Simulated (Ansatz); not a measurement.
A run for Ansatz (an electronic-structure program): R-CCSD(T)/aug-cc-pVDZ on C2H6O2 (a complex), monomers drawn apart or pushed together.

Ansatz 0.2 input:
```yaml
crystal:
  periodic: [false, false, false]
  atoms:
    - {symbol: C, position_ang: [-0.06824196, 0.02252586, 0.09792465]}
    - {symbol: H, position_ang: [0.13407611, -0.23224213, -0.94107395]}
    - {symbol: H, position_ang: [0.63390243, -0.50677111, 0.74136427]}
    - {symbol: H, position_ang: [0.04871745, 1.09984186, 0.22239125]}
    - {symbol: H, position_ang: [-1.09088199, -0.27278662, 0.33653979]}
    - {symbol: O, position_ang: [1.20814972, -0.65972372, 4.55099389]}
    - {symbol: C, position_ang: [0.38919193, 0.06832980, 5.03482159]}
    - {symbol: O, position_ang: [-0.53114344, 0.76505351, 4.35080339]}
    - {symbol: H, position_ang: [0.27911172, 0.26560806, 6.10886513]}
    - {symbol: H, position_ang: [-0.41288776, 0.57378916, 3.40421787]}
basis:
  gaussian:
    orbitals: aug-cc-pVDZ
magnetization: {spin_polarized: false}
correlation: {method: ccsd_t, electrons: outside_noble_gas}
scf: {lower_state_search: off}
```

The head of its log:

```
WARN ansatz: RAYON_NUM_THREADS=1 ignored (pool sized by the plan → 1); use --threads N
Functional definition: HF
these checks for a lower state are left out or cut short: stability, starts, cluster_reference, orbital_swaps, neighbouring_geometries, increment
integrals: 0.38 GiB planned
1416 factors; integrals over basis functions are off by at most 9.5e-4 eV
mean field: 0.41 GiB planned
mean field evaluation 1: about -6226.9051 eV, gradient 4.6e1 eV
mean field evaluation 2: about -6226.9832 eV, gradient 4.6e1 eV
mean field evaluation 4: about -6231.2727 eV, gradient 4.6e0 eV
mean field evaluation 8: about -6231.3430 eV, gradient 5.0e-1 eV
mean field evaluation 16: about -6231.3447 eV, gradient 1.1e-6 eV
mean field -6231.34474344 eV, -228.9976955641 hartree, gradient 1.1e-6 eV, S^2 0.000000; 0 other end points of the search recorded, 0 dependent functions left out
4 core orbitals not correlated
reference -6231.34474344 eV, -228.9976955641 hartree; 13, 13 occupied and 129, 129 virtual orbitals, 1416 factors
```

Question: Predict the final total energy.

Answer: -229.7523 hartree (reference determinant -228.9977, T1 diagnostic 0.015).
